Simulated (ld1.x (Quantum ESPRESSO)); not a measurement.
N (Z = 7): excitation energies, all-electron against RRKJ

* Element: nitrogen (N)
* Generator: ld1.x (Quantum ESPRESSO) 7.5
* Type: norm-conserving RRKJ (Kleinman–Bylander form)
* Functional: PBE
* Relativity: scalar-relativistic
* Frozen core: [He]
* Valence charge: 5
* Reference configuration: 2s2 2p3
* Partial waves: 2p (bound): rc 1.65 bohr; 3d channel at 0.05 Ry: rc 1.65 bohr; 2s (bound): rc 0.75 bohr
* Local potential: the s channel
* Core correction: none
* rho0: 0.01

Energies are relative to the spin-unpolarised reference configuration 2s2 2p3; without spin polarisation the order of configurations can differ from experiment. The frozen-core shift is the all-electron ΔE with the core orbitals held at their reference shape minus the fully relaxed ΔE.

Task: Give the all-electron excitation energy and the error of the potential for: 2s2 2p2; 2s2 2p1; 2s2 2p0; 2s2 2p3.3; 2s1 2p4; 2s2 2p2.5; 2s1 2p0.

Result:

```csv
valence configuration,charge,ΔE all-electron (eV),error AE − PS (meV),frozen-core shift (meV)
2s2 2p2,+1,13.591,+23,+0.1
2s2 2p1,+2,42.445,+238,+1.8
2s2 2p0,+3,89.528,+1084,+10.0
2s2 2p3.3,-0.3,-1.619,+0.3,0.0
2s1 2p4,0,11.508,+6.4,+0.4
2s2 2p2.5,+0.5,5.093,+2.8,0.0
2s1 2p0,+4,167.346,+1816,+33
```
